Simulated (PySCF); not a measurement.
InO, SMILES [O]=[In], multiplicity 2. Atoms are numbered in the order given.

```xyz
2

In     0.0000     0.0000    -0.2696
O      0.0000     0.0000     1.6513
```
Charge 0, spin multiplicity 2.

The structure is a stationary point at PBE-D3(BJ)/def2-TZVP. The def2 effective core potentials stand for the cores of In; spin–orbit coupling is left out.

Computed with PBE-D3(BJ)/def2-TZVP run with PySCF.

Frequencies are harmonic and unscaled.

Computed vibrational spectrum:
```
mode  ν (cm⁻¹)  IR (km/mol)  moving atoms (share of kinetic energy)
----  --------  -----------  --------------------------------------
1          610         24.1                         O 88 %, In 12 %
```
